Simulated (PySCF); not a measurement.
C2H12N2Si2, SMILES [Si@H](C)(N)N(C)[SiH3].

Geometry: ωB97X-D3(BJ)/def2-SVP. The structure was generated by enumeration; whether it is a known compound was not checked. One conformer was computed; it need not be the lowest.

Calculation: TDA-B3LYP/def2-SVPD (PySCF 2.14.0).

Vertical excitations. Gas-phase values at a fixed geometry.

Problem. Give excitation energies, oscillator strengths and character. (An estimate is asked for; the answer gives what the named calculation found.)

Solution. 
```tsv
state	energy (eV)	λ (nm)	f	main pairs
S1	5.71	217	0.001	HOMO→LUMO 92 %
S2	6.00	207	0.003	HOMO→LUMO+1 91 %
S3	6.32	196	0.020	HOMO→LUMO+2 80 %, HOMO→LUMO+3 14 %
S4	6.42	193	0.021	HOMO−1→LUMO 52 %, HOMO→LUMO+3 30 %, HOMO→LUMO+2 9 %
S5	6.47	192	0.062	HOMO→LUMO+3 49 %, HOMO−1→LUMO 37 %
S6	6.89	180	0.016	HOMO→LUMO+4 98 %
T1	5.61	221	0	HOMO→LUMO 77 %, HOMO→LUMO+1 12 %
T2	5.89	210	0	HOMO→LUMO+1 72 %, HOMO→LUMO 16 %
```
Triplets are in the Tamm–Dancoff approximation.
